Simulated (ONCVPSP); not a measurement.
# Configuration tests for phosphorus (P) (ONCV)

P, optimised norm-conserving Vanderbilt (ONCV), made with ONCVPSP 4.0.1 (PBE, scalar-relativistic). Core [He], reference 2s2 2p6 3s2 3p3. Waves: 2s+3s: rc 1.00 bohr, ncon 4, nbas 7, qcut 11.2 1/bohr, 3 projectors, debl 0.8 Ha; 2p+3p: rc 0.75 bohr, ncon 4, nbas 7, qcut 22.2 1/bohr, 2 projectors; d scattering state at 0.02 Ha: rc 0.75 bohr, ncon 3, nbas 7, qcut 12.7 1/bohr, local. Local part: the d channel. Core correction: Teter function, fcfact 4.25, rcfact 1.7.

Energies are relative to the spin-unpolarised reference configuration 2s2 2p6 3s2 3p3; without spin polarisation the order of configurations can differ from experiment.

```tsv
valence configuration	charge	ΔE all-electron (eV)	error AE − PS (meV)
2s2 2p6 3s2 3p1	+2	28.877	+2.4
2s2 2p6 3s2 3p0	+3	58.616	+7.8
2s2 2p6 3s1 3p3	+1	18.850	+0.8
```

Problem. What are ΔE and the potential's error for 2s2 2p6 3s2 3p2?

Solution. ΔE = 9.730 eV all-electron; the error (AE − PS) is +0.5 meV.

Note: ghosts flagged at negative energy: s at -444.8 eV; GHOST(+) flags only above 600 eV. A true bound ghost makes a file unfit for plane-wave use.
